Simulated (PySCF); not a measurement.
Species: C2H10AlAs.
Bonds: C1–C2, C2–As3, As3–Al4. Hydrogens: H5, H6, H7 on C1; H8, H9 on C2; H10, H11 on As3; H12, H13, H14 on Al4.

Method: PBE0-D3(BJ)/def2-SVP geometry optimisation, gas phase (PySCF 2.14.0); density fitting, grid level 1; the optimiser is geomeTRIC in internal coordinates, started from a GFN2-xTB structure with every atom displaced at random (about 0.01 Å).

The end geometry, which sets the zero of energy:
```
atom  x, y, z in Å
C1     -2.2665   -0.1362    0.3276
C2     -1.0443    0.2091   -0.5031
As3     0.6707   -0.2877    0.2872
Al4     2.7652    0.2815   -1.1233
H5     -2.3417   -1.2193    0.5089
H6     -3.1864    0.1782   -0.1900
H7     -2.2490    0.3672    1.3063
H8     -0.9698    1.2904   -0.6989
H9     -1.0638   -0.2838   -1.4881
H10     0.3963   -1.7263    0.6687
H11     0.5236    0.3080    1.6704
H12     3.9261   -0.2162   -0.1403
H13     2.4602    1.8542   -1.2264
H14     2.3724   -0.6342   -2.3818
```

Problem. These geometries come from the run, each turned onto the end geometry. Order them by energy, lowest first.
A.
```
atom  x, y, z in Å
C1     -2.2440   -0.2372    0.2101
C2     -1.0047    0.3965   -0.3939
As3     0.6906   -0.1088    0.4675
Al4     2.7656    0.1808   -1.1686
H5     -2.2133   -1.3376    0.1207
H6     -3.1492    0.1085   -0.3036
H7     -2.3534   -0.0086    1.2840
H8     -1.0369    1.4952   -0.3258
H9     -0.8876    0.1503   -1.4649
H10     0.3816   -1.5833    0.6777
H11     0.4330    0.3687    1.8837
H12     4.1289   -0.1049   -0.3590
H13     2.4209    1.6782   -1.6218
H14     2.0613   -1.0128   -1.9888
```
B.
```
atom  x, y, z in Å
C1     -2.1535   -0.2284    0.1391
C2     -0.8653    0.4275   -0.3249
As3     0.7585   -0.1342    0.6439
Al4     2.6280    0.1610   -1.2287
H5     -2.1237   -1.3191    0.0024
H6     -3.0110    0.1556   -0.4367
H7     -2.3613   -0.0201    1.2006
H8     -0.9058    1.5235   -0.2269
H9     -0.6637    0.2198   -1.3871
H10     0.3714   -1.5938    0.7884
H11     0.2309    0.2823    2.0024
H12     4.0518   -0.0365   -0.5439
H13     2.1434    1.6219   -1.6693
H14     1.8932   -1.0746   -1.9422
```
C.
```
atom  x, y, z in Å
C1     -2.2709   -0.1818    0.3104
C2     -1.0520    0.2917   -0.4602
As3     0.6733   -0.2390    0.2913
Al4     2.7645    0.2361   -1.1446
H5     -2.3174   -1.2803    0.3610
H6     -3.1937    0.1681   -0.1774
H7     -2.2780    0.2040    1.3417
H8     -1.0124    1.3899   -0.5335
H9     -1.0485   -0.0871   -1.4952
H10     0.3880   -1.6810    0.6544
H11     0.5644    0.3349    1.6876
H12     3.8953   -0.1377   -0.0723
H13     2.4577    1.7836   -1.4389
H14     2.4226   -0.8166   -2.3070
```
D.
```
atom  x, y, z in Å
C1     -2.0122   -0.2204    0.0499
C2     -0.7035    0.4547   -0.2914
As3     0.7926   -0.1517    0.8028
Al4     2.3926    0.1470   -1.2602
H5     -1.9770   -1.2820   -0.1018
H6     -2.8287    0.1936   -0.5984
H7     -2.2974   -0.0004    1.0836
H8     -0.7546    1.5533   -0.1896
H9     -0.4236    0.2652   -1.3150
H10     0.3814   -1.5812    0.9167
H11     0.1763    0.1451    2.1563
H12     3.8051    0.0037   -0.6632
H13     1.7854    1.5731   -1.6675
H14     1.6565   -1.1152   -1.9048
```
E.
```
atom  x, y, z in Å
C1     -2.2544   -0.2014    0.2582
C2     -1.0104    0.3353   -0.4255
As3     0.6831   -0.2086    0.3670
Al4     2.7188    0.2224   -1.1417
H5     -2.2846   -1.3005    0.2436
H6     -3.1624    0.1631   -0.2501
H7     -2.3091    0.1244    1.3074
H8     -0.9902    1.4365   -0.4385
H9     -0.9431    0.0112   -1.4746
H10     0.4049   -1.6560    0.6948
H11     0.5474    0.3224    1.7783
H12     3.9455   -0.1031   -0.1781
H13     2.4013    1.7446   -1.5355
H14     2.2462   -0.9056   -2.1883
```

Solution. C (0.006 eV), E (0.016 eV), A (0.072 eV), B (0.149 eV), D (0.395 eV).

In the order of the answer:

| step | E above end (eV) | largest force (eV/Å) | rms force component (eV/Å) | rms distance from end (Å) | rms bond change (Å) | bond most changed (Å) |
| --- | --- | --- | --- | --- | --- | --- |
| 8 | 0.006 | 0.07 | 0.019 | 0.136 | 0.002 | As3–Al4 -0.008 |
| 6 | 0.016 | 0.15 | 0.043 | 0.217 | 0.006 | As3–Al4 -0.018 |
| 3 | 0.072 | 0.37 | 0.114 | 0.346 | 0.020 | As3–Al4 +0.070 |
| 2 | 0.149 | 0.79 | 0.147 | 0.468 | 0.021 | As3–Al4 +0.074 |
| 0 | 0.395 | 1.75 | 0.416 | 0.624 | 0.024 | Al4–H12 -0.060 |

What follows is the cost of the whole optimisation. Time: 2.8 min of wall time; peak memory 0.54 GiB. Hardware: one thread, Arm Neoverse N1 (aarch64), shared host with 64 logical CPUs at a one-minute load of 61.
